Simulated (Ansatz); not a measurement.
C₂H₆FNSi, SMILES `C[C@@H]1N[Si@@H]1F` at its PBE0-D4/def2-TZVP geometry, where that method's forces vanish. Total charge 0; spin multiplicity 1.

```xyz
11

C     0.5733    0.3073    1.3731
C    -0.4179   -0.0613    0.3027
N     0.0433   -1.1163   -0.6788
Si   -0.3120    0.3220   -1.4755
F     0.8950    1.1122   -2.1432
H     0.6708   -0.4962    2.1107
H     1.5615    0.4922    0.9481
H     0.2522    1.2107    1.8984
H    -1.4277   -0.2200    0.6912
H    -0.3619   -2.0377   -0.6621
H    -1.4766    0.4871   -2.3647
```

What forces (eV/Å) does PBE-D4/def2-TZVPP give on these atoms in Ansatz? (Best estimate.)

Computed: 
```
C1  -0.002  0.020  0.000
C2  -0.077  0.078  0.230
N3   0.317 -0.255 -0.019
Si4 -0.427  0.117 -0.102
F5   0.520  0.328 -0.295
H6   0.027 -0.156  0.156
H7   0.202  0.040 -0.072
H8  -0.055  0.179  0.113
H9  -0.217 -0.019  0.096
H10 -0.137 -0.342  0.004
H11 -0.152  0.010 -0.112
```
